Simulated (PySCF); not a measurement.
## Basis-set dependence of population analyses: `CC[SiH2]C`

C3H10Si.
Bonds: C1–C2, C2–Si3, Si3–C4. Hydrogens: H5, H6, H7 on C1; H8, H9 on C2; H10, H11 on Si3; H12, H13, H14 on C4.

PBE0 throughout (PySCF), one geometry, spherical d and f functions. Isolated species at its PBE0-D3(BJ)/def2-SVP geometry (one conformer only). Atoms taken as equivalent share a column and are averaged. The first 7 of 8 kinds of atom are listed.

Mulliken charges (e):

```
        basis  functions      C1      C2     Si3      C4  H5/H6/H7   H8/H9  H10/H11
       STO-3G         34  -0.233  -0.301  +0.621  -0.399    +0.074  +0.067   -0.130
        6-31G         60  -0.481  -0.634  +0.718  -0.817    +0.169  +0.186   -0.121
     pcSseg-0         60  -0.632  -1.013  +0.928  -1.175    +0.233  +0.265   -0.057
       6-31G*         80  -0.526  -0.547  +0.515  -0.766    +0.179  +0.184   -0.084
      cc-pVDZ        110  -0.094  -0.243  +0.292  -0.269    +0.048  +0.053   -0.065
     def2-SVP        110  -0.084  -0.339  +0.441  -0.358    +0.048  +0.067   -0.085
6-311+G(2d,p)        176  -0.554  -0.397  +0.640  -0.738    +0.148  +0.145   -0.084
  aug-cc-pVDZ        186  +0.333  +0.455  +0.035  +0.400    -0.160  -0.263   +0.266
    def2-TZVP        190  -0.369  -0.310  +0.232  -0.501    +0.126  +0.117   -0.040
     IGLO-III        249  -0.384  -0.433  +0.767  -0.630    +0.124  +0.131   -0.191
      cc-pVTZ        264  -0.301  -0.259  +0.247  -0.392    +0.102  +0.092   -0.051
```

IAO charges (e):

```
        basis  functions      C1      C2     Si3      C4  H5/H6/H7   H8/H9  H10/H11
       STO-3G         34  -0.391  -0.502  +0.761  -0.645    +0.129  +0.126   -0.127
        6-31G         60  -0.421  -0.517  +0.633  -0.702    +0.143  +0.147   -0.099
     pcSseg-0         60  -0.413  -0.536  +0.644  -0.707    +0.141  +0.150   -0.096
       6-31G*         80  -0.401  -0.527  +0.747  -0.705    +0.136  +0.140   -0.131
      cc-pVDZ        110  -0.401  -0.524  +0.746  -0.703    +0.136  +0.139   -0.131
     def2-SVP        110  -0.391  -0.524  +0.763  -0.698    +0.133  +0.137   -0.136
6-311+G(2d,p)        176  -0.415  -0.543  +0.780  -0.728    +0.141  +0.144   -0.138
  aug-cc-pVDZ        186  -0.413  -0.532  +0.750  -0.717    +0.140  +0.142   -0.130
    def2-TZVP        190  -0.415  -0.546  +0.790  -0.731    +0.141  +0.144   -0.141
     IGLO-III        249  -0.416  -0.546  +0.790  -0.732    +0.141  +0.144   -0.140
      cc-pVTZ        264  -0.416  -0.543  +0.776  -0.729    +0.141  +0.144   -0.137
```

Hirshfeld charges (e):

```json
{"basis": "STO-3G", "functions": "34", "C1": "-0.043", "C2": "-0.093", "Si3": "+0.369", "C4": "-0.126", "H5/H6/H7": "+0.011", "H8/H9": "+0.006", "H10/H11": "-0.092"}
{"basis": "6-31G", "functions": "60", "C1": "-0.096", "C2": "-0.142", "Si3": "+0.303", "C4": "-0.195", "H5/H6/H7": "+0.035", "H8/H9": "+0.036", "H10/H11": "-0.088"}
{"basis": "pcSseg-0", "functions": "60", "C1": "-0.102", "C2": "-0.138", "Si3": "+0.340", "C4": "-0.196", "H5/H6/H7": "+0.033", "H8/H9": "+0.030", "H10/H11": "-0.087"}
{"basis": "6-31G*", "functions": "80", "C1": "-0.095", "C2": "-0.144", "Si3": "+0.296", "C4": "-0.194", "H5/H6/H7": "+0.036", "H8/H9": "+0.038", "H10/H11": "-0.089"}
{"basis": "cc-pVDZ", "functions": "110", "C1": "-0.107", "C2": "-0.149", "Si3": "+0.328", "C4": "-0.203", "H5/H6/H7": "+0.037", "H8/H9": "+0.037", "H10/H11": "-0.091"}
{"basis": "def2-SVP", "functions": "110", "C1": "-0.110", "C2": "-0.151", "Si3": "+0.336", "C4": "-0.206", "H5/H6/H7": "+0.037", "H8/H9": "+0.037", "H10/H11": "-0.092"}
{"basis": "6-311+G(2d,p)", "functions": "176", "C1": "-0.115", "C2": "-0.161", "Si3": "+0.337", "C4": "-0.210", "H5/H6/H7": "+0.039", "H8/H9": "+0.039", "H10/H11": "-0.088"}
{"basis": "aug-cc-pVDZ", "functions": "186", "C1": "-0.122", "C2": "-0.166", "Si3": "+0.339", "C4": "-0.219", "H5/H6/H7": "+0.041", "H8/H9": "+0.041", "H10/H11": "-0.087"}
{"basis": "def2-TZVP", "functions": "190", "C1": "-0.117", "C2": "-0.161", "Si3": "+0.332", "C4": "-0.214", "H5/H6/H7": "+0.040", "H8/H9": "+0.041", "H10/H11": "-0.088"}
{"basis": "IGLO-III", "functions": "249", "C1": "-0.123", "C2": "-0.162", "Si3": "+0.333", "C4": "-0.216", "H5/H6/H7": "+0.040", "H8/H9": "+0.041", "H10/H11": "-0.085"}
{"basis": "cc-pVTZ", "functions": "264", "C1": "-0.117", "C2": "-0.159", "Si3": "+0.331", "C4": "-0.214", "H5/H6/H7": "+0.040", "H8/H9": "+0.040", "H10/H11": "-0.088"}
```

Which scheme is steadiest as the basis changes?

Largest range over the bases for any column: Hirshfeld 0.09 e, IAO 0.16 e, Mulliken 1.57 e. Hirshfeld charges move least and Mulliken charges most, counted in e. Without the minimal STO-3G basis the ranges are Hirshfeld 0.04, IAO 0.16, Mulliken 1.57 e.

How much do the charges still move between the two largest bases, IGLO-III and cc-pVTZ?

At most, over all atoms: Mulliken 0.520 e, IAO 0.013 e, Hirshfeld 0.005 e.

What do the same runs give for the total energy, the frontier levels and the dipole moment?

| basis | energy (Eh) | HOMO (eV) | LUMO (eV) | μ (D) |
| --- | --- | --- | --- | --- |
| STO-3G | -404.8349 | -6.63 | 8.40 | 0.29 |
| 6-31G | -409.4861 | -8.15 | 1.75 | 0.84 |
| pcSseg-0 | -408.9512 | -8.50 | 1.67 | 0.62 |
| 6-31G* | -409.5414 | -8.08 | 1.68 | 0.89 |
| cc-pVDZ | -409.5632 | -8.14 | 1.57 | 0.86 |
| def2-SVP | -409.3882 | -8.21 | 1.54 | 0.83 |
| 6-311+G(2d,p) | -409.6086 | -8.23 | 0.13 | 0.85 |
| aug-cc-pVDZ | -409.5714 | -8.20 | -0.05 | 0.84 |
| def2-TZVP | -409.6179 | -8.21 | 0.93 | 0.86 |
| IGLO-III | -409.6243 | -8.22 | 0.71 | 0.84 |
| cc-pVTZ | -409.6189 | -8.20 | 1.06 | 0.86 |

The dipole is fixed by the density alone, so its range of 0.60 D shows that the density itself changes with the basis, not only its division among atoms.
